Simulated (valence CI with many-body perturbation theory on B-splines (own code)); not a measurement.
V II: what each term of the Hamiltonian does

Calculated by configuration interaction combined with many-body perturbation theory (CI+MBPT): four valence electrons over a frozen Dirac-Fock core [Ar], a basis of 9 s, 9 p, 10 d, 8 f, 5 g, 3 h, 1 i functions for each j, with the one-electron correlation potential Σ1 (screened to all orders), the two-electron term Σ2, the three-electron term Σ3, Breit, model QED; selected single and double excitations, second order for the rest, scaled by the run's own slope (own B-spline code, finite nucleus).

Set against measurement, 12 paired levels are off by 831 cm⁻¹ on average, the worst by 1312. These come from a selection out of the NIST Handbook of Basic Atomic Spectroscopic Data. Levels without a partner in it may be off by more, other configurations by 1,000 to 4,000 cm⁻¹. Among the levels kept, up to 570 cm⁻¹ of a level comes from second order outside the variational space, and about a tenth of that is noise between levels of different J, which matters for small intervals.

Each rung adds one term. CI alone is the Dirac-Coulomb CI over the frozen core; QED comes last and gives the full result, which names the levels. Energies are above 3d⁴ ⁵D_0 on the same rung, in eV. A blank means that the level has no clear partner on that rung.

Names give the largest LS component (configuration and term), which can be under half, so a name can repeat, a term be missing and a line seem to break the LS rules; names also repeat where a configuration has a term twice. Letters in brackets count levels of one name in rising energy.

```csv
Level,CI alone,Σ1,Σ2,Σ3,Breit,QED,Full
3d⁴ ⁵D_1,0.0086,-0.0012,-0.0010,0.0000,-0.0010,0.0000,0.0054
3d⁴ ⁵D_2,0.0172,+0.0002,-0.0003,0.0000,-0.0026,+0.0001,0.0146
3d⁴ ⁵D_3,0.0272,+0.0030,+0.0021,-0.0001,-0.0053,+0.0002,0.0271
3d⁴ ⁵D_4,0.0400,+0.0061,+0.0054,0.0000,-0.0089,+0.0002,0.0428
3d³4s ⁵F_1,-1.7523,+0.4672,+1.378,+0.0691,+0.0080,+0.0029,0.1735
3d³4s ⁵F_2,-1.7433,+0.4698,+1.380,+0.0692,+0.0062,+0.0030,0.1846
3d³4s ⁵F_3,-1.7312,+0.4728,+1.382,+0.0691,+0.0036,+0.0031,0.1997
3d³4s ⁵F_4,-1.7150,+0.4760,+1.386,+0.0690,-0.0001,+0.0032,0.2188
3d³4s ⁵F_5,-1.6956,+0.4800,+1.390,+0.0689,-0.0048,+0.0033,0.2416
3d³4s ³F_2 [a],-1.0224,+0.4704,+1.384,+0.0702,+0.0056,+0.0024,0.9098
3d³4s ³F_3 [a],-1.0013,+0.4751,+1.387,+0.0699,+0.0014,+0.0025,0.9347
3d³4s ³F_4 [a],-0.9741,+0.4804,+1.391,+0.0702,-0.0046,+0.0026,0.9653
3d⁴ ³P_0,,,,+0.0728,+0.0044,+0.0006,1.357
3d⁴ ³P_1,,,,+0.0738,+0.0012,+0.0008,1.384
3d⁴ ³P_2,,,,+0.0771,-0.0056,+0.0010,1.432
3d⁴ ³H_4,1.388,+0.1074,-0.0145,-0.0015,-0.0036,+0.0003,1.476
3d⁴ ³H_5,1.395,+0.1096,-0.0117,-0.0016,-0.0065,+0.0003,1.485
3d⁴ ³H_6,1.401,+0.1137,-0.0078,-0.0016,-0.0106,+0.0004,1.495
3d³4s ⁵P_1,-0.4093,+0.5309,+1.362,+0.0696,+0.0049,+0.0032,1.561
3d³4s ⁵P_2,-0.4007,+0.5333,+1.363,+0.0696,+0.0037,+0.0032,1.572
3d³4s ⁵P_3,-0.3851,+0.5369,+1.364,+0.0697,+0.0013,+0.0033,1.590
3d³4s ³G_3,,,,+0.0500,-0.0001,+0.0019,1.651
3d³4s ³G_4,,,,-0.0130,-0.0051,+0.0007,1.662
3d⁴ ³F_2,,,,-0.0134,-0.0022,+0.0005,1.671
3d³4s ³G_5,,,,+0.0496,-0.0049,+0.0021,1.679
3d⁴ ³F_3,,,,-0.0125,-0.0032,+0.0006,1.682
3d⁴ ³F_4 [a],,,,+0.0476,-0.0033,+0.0018,1.692
3d⁴ ³G_3,,,,-0.0267,-0.0007,+0.0013,1.966
3d⁴ ³G_4,,,,-0.0240,-0.0029,+0.0015,1.975
3d⁴ ³G_5,,,,-0.0258,-0.0063,+0.0015,1.988
3d³4s ¹G_4,,,,+0.0388,-0.0016,+0.0023,2.102
```

The middle columns are the shifts that each term adds.

Task: How does the ionisation energy move along the ladder, and which term matters most?

Result: CI alone 14.205, + Σ1 14.465, + Σ2 14.374, + Σ3 14.372, + Breit 14.377, + QED 14.378 eV. The largest step is Σ1, 0.259 eV. NIST lists 14.634 ± 0.007 eV (measured), further off than its uncertainty and the later steps.
